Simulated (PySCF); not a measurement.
# Electron correlation in Tc²⁺ (technetium, charge +2)

[Kr] 4d4 5s1, high-spin 6D determinant (an excited configuration). All numbers are calculated (PySCF 2.14, the spin-free X2C one-electron Hamiltonian (Gaussian nucleus), in x2c-TZVPPall with one added diffuse shell each of s, p, d, f type (9s7p7d3f1g, 95 functions)). Frozen: [Kr]; 5 electrons correlated.

| level | correlation energy (mhartree) |
| --- | --- |
| CCSD | -58.44 |
| (T) | -0.77 |
| CCSD(T) | -59.21 |

Diagnostics: T1 = 0.0033, D1 = 0.0101, largest double amplitude 0.021.

Problem. Is a single reference adequate?

Solution. Yes, within this model without spin-orbit coupling: T1 lies below 0.03 and no double amplitude reaches 0.07.
